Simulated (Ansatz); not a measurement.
Ansatz (a program for electronic structure) input (RI-MP2/def2-QZVPPD):
A basis named .json is the Basis Set Exchange file of that set.

Ansatz 0.2 input:
```yaml
crystal:
  periodic: [false, false, false]
  atoms:
    - {symbol: Pb, position_ang: [-0.00000000, 0.00000000, -0.00000000]}
    - {symbol: H, position_ang: [1.02232937, 1.02969445, 0.99620867]}
    - {symbol: H, position_ang: [1.00998283, -1.02860803, -1.00983163]}
    - {symbol: H, position_ang: [-1.02359071, 1.00249564, -1.02231319]}
    - {symbol: H, position_ang: [-1.00872149, -1.00358207, 1.03593616]}
basis:
  gaussian:
    orbitals: def2-QZVPPD.json
    fitting: {mean_field: def2-universal-jkfit, correlation: def2-QZVPPD-RIFIT.json}
magnetization: {spin_polarized: true, initial_magnetization: 2}
correlation: {method: mp2, electrons: outside_noble_gas}
```

End of the output:

```
integrals: 0.18 GiB planned
323 factors; integrals over basis functions are off by at most 2.7e0 eV
541 factors; integrals over basis functions are off by at most 5.1e-1 eV
mean field: 0.55 GiB planned
mean field evaluation 1: about -5273.4811 eV, gradient 9.7e0 eV
mean field evaluation 2: about -5274.4345 eV, gradient 5.8e0 eV
mean field evaluation 4: about -5274.7442 eV, gradient 1.1e0 eV
mean field evaluation 8: about -5274.8124 eV, gradient 6.9e-2 eV
mean field evaluation 16: about -5274.8124 eV, gradient 8.4e-4 eV
mean field evaluation 32: about -5274.8124 eV, gradient 6.3e-3 eV
mean field evaluation 64: about -5274.8248 eV, gradient 8.7e-1 eV
mean field -5275.02159964 eV, -193.8534682489 hartree, gradient 2.9e-6 eV, S^2 2.017875; 10 other end points of the search recorded, 0 dependent functions left out
9 core orbitals not correlated
reference -5275.02159964 eV, -193.8534682489 hartree; 5, 3 occupied and 206, 208 virtual orbitals, 541 factors
second order -3.26863694 eV of doubles, -0.00000000 eV of singles
Total energy: -5278.29023658 eV, -193.9735884408 hartree
```

This state (charge 0, triplet) is run at the relaxed geometry of the species with charge 0 and multiplicity 1, and is a spin state other than that species' own.
